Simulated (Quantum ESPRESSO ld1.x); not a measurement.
Values are calculated unless marked as measured or tabulated.
Q: Species: K1.25+. Configuration: [Ne] 3s2 4s(up 0.5, down 0.5) 3p(up 2.75, down 2) (fractional occupations, a model configuration). Level of theory: scalar-relativistic Kohn-Sham, LDA (Slater exchange, VWN5 correlation), spin-polarised, spherical densities, point nucleus (ld1.x of Quantum ESPRESSO 7.5). Some entries of the table are withheld. Estimate them.

| orbital | occ. | eigenvalue (hartree) | <r> (bohr) |
|---|---|---|---|
| 1s up | 1 | -129.791 | 0.08124 |
| 1s down | 1 | -129.783 | 0.08124 |
| 2s up | 1 | -13.6638 | 0.3888 |
| 2s down | 1 | -13.6554 | 0.3887 |
| 2p up | 3 | -11.0138 | (1) |
| 2p down | 3 | -11.0035 | (2) |
| 3s up | 1 | -1.92180 | 1.230 |
| 3s down | 1 | -1.88892 | 1.233 |
| 3p up | 2.75 | (3) | 1.348 |
| 3p down | 2 | (4) | 1.355 |
| 4s up | 0.5 | -0.39382 | (5) |
| 4s down | 0.5 | -0.38957 | (6) |

A: 
(1) 2p up <r> (bohr): 0.3509
(2) 2p down <r> (bohr): 0.3508
(3) 3p up eigenvalue (hartree): -1.29754
(4) 3p down eigenvalue (hartree): -1.26674
(5) 4s up <r> (bohr): 3.538
(6) 4s down <r> (bohr): 3.568
